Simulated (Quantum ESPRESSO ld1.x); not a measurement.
Question: These are the eigenvalues of the occupied orbitals of an atom or ion with whole-number occupations (hartree). Method: scalar-relativistic Kohn-Sham, LDA (Slater exchange, VWN5 correlation), spin-polarised, spherical densities, point nucleus; computed with ld1.x of Quantum ESPRESSO 7.5.

1s: -2745.43
2s: -623.777
2p: -570.282
3s: -255.952

Which element is it, and in what charge state? The configuration may be excited. Open shells, if any, are filled with parallel spins first.

Answer: Z = 74, tungsten, charge +62: W62+ in [Ne] 3s2. The list shows which subshells hold electrons but not how many an open one holds; the 1s level, -2745.4 hartree, gives Z - s = 74.1 by -(Z - s)^2/2, which with screening and relativity narrows Z to a few neighbours, and the depths of the outer levels then fix element, charge and occupations together.
